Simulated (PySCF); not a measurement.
O₂Si₂, SMILES o1[si]2o[si]1=2. Geometry optimised at PBE-D3(BJ)/def2-SVP.

Computed equilibrium geometry at PBE-D3(BJ)/def2-SVP (PySCF confirms it by a frequency run) as a Z-matrix, and its point group:
point group D2h.
```
O
Si 1 1.7380
Si 1 1.7380 2 92.30
O 2 1.7380 1 87.70 3 0.00
```
